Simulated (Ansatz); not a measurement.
Ansatz (an electronic-structure program) input (PBE0/6-31G*):

Ansatz 0.2 input:
```yaml
crystal:
  periodic: [false, false, false]
  atoms:
    - {symbol: C, position_ang: [-2.19894277, 0.79671908, 0.25294142]}
    - {symbol: C, position_ang: [-0.96930230, -0.00985773, -0.09895123]}
    - {symbol: C, position_ang: [0.16915702, 0.16011881, 0.80683407]}
    - {symbol: C, position_ang: [1.53739207, -0.09792515, 0.36657096]}
    - {symbol: Cl, position_ang: [2.19660617, 1.38987553, -0.54174872]}
    - {symbol: Cl, position_ang: [-1.42487538, -1.83624091, -0.07556737]}
    - {symbol: H, position_ang: [-1.96194778, 1.86047155, 0.17454504]}
    - {symbol: H, position_ang: [-3.02077105, 0.57109197, -0.42432415]}
    - {symbol: H, position_ang: [-2.52082124, 0.58657706, 1.27324215]}
    - {symbol: H, position_ang: [-0.67443671, 0.13796226, -1.13595761]}
    - {symbol: H, position_ang: [-0.01320023, 0.49840168, 1.81877822]}
    - {symbol: H, position_ang: [1.60664747, -0.90529586, -0.35782542]}
    - {symbol: H, position_ang: [2.23528181, -0.25532730, 1.18154382]}
basis:
  gaussian:
    orbitals: 6-31G*
hamiltonian:
  xc: {name: PBE0}
magnetization: {spin_polarized: true, initial_magnetization: 1}
```

End of the output:

```
integrals: 0.07 GiB planned
1135 factors; integrals over basis functions are off by at most 8.4e-4 eV
0.17 GiB of the device are held for the grids
0.65 GiB of device memory are held for the factors and their scratch space
mean field: 0.38 GiB planned
mean field evaluation 1: about -29287.9277 eV, gradient 2.8e1 eV
mean field evaluation 2: about -29287.3644 eV, gradient 3.0e1 eV
mean field evaluation 4: about -29291.8002 eV, gradient 1.4e0 eV
mean field evaluation 8: about -29292.1172 eV, gradient 7.9e-2 eV
mean field evaluation 16: about -29292.1173 eV, gradient 1.7e-4 eV
mean field -29292.11729955 eV, -1076.4654558481 hartree, gradient 7.8e-5 eV, S^2 0.756888; 0 other end points of the search recorded, 0 dependent functions left out
reference -29292.11732036 eV, -1076.4654566131 hartree; 33, 32 occupied and 79, 80 virtual orbitals, 1135 factors
Total energy: -29292.11732036 eV, -1076.4654566131 hartree
```

It need not be the lowest isomer of its formula.
